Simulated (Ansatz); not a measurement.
Ligand exchange: C3H8Te + SbH(CH3)(SiH3) → C2H8SiTe + SbH(CH3)2

Species: C3H8Te `CC[Te]C`, singlet; SbH(CH3)(SiH3), singlet; C2H8SiTe `CC[Te][SiH3]`, singlet; SbH(CH3)2, singlet. The partners trade CH3 for SiH3: Te–CH3 and Sb–SiH3 bonds give way to Te–SiH3 and Sb–CH3.

Shapes, held fixed at every level: PBE0-D4/def2-TZVP. Flexible molecules stand in one conformer, not always the lowest. Programs: Ansatz 0.2.0. The zero-point and thermal change to 298 K, harmonic and unscaled (PBE0-D4/def2-TZVP), is 0.0 kJ/mol.

```tsv
level	kind	ΔH(298 K) (kJ/mol)	less CCSD(T)/def2-TZVPP
PBE0-D4/def2-TZVPP	global hybrid	-35.5	+2.2
r2SCAN0-D4/def2-TZVPP	global hybrid	-38.7	-1.0
wB97X-V/def2-TZVPP	range-separated hybrid	-37.3	+0.4
MP2/def2-TZVPP	perturbation theory	-41.4	-3.7
CCSD/def2-SVP	coupled cluster or CI	-36.5	+1.2
CCSD/def2-TZVPP	coupled cluster or CI	-38.1	-0.4
CCSD(T)/def2-TZVPP	coupled cluster or CI	-37.7	0.0
```

The highest level, CCSD(T)/def2-TZVPP, gives ΔH(298 K) = -37.7 kJ/mol; the levels span -41.4 to -35.5. The column of differences is taken from that level and isn't an error. No measured value is set beside it here. For atoms past krypton def2 sets carry core potentials with scalar relativity. Outer-core shells of Sb, Te are correlated, in sets that cover them unevenly.
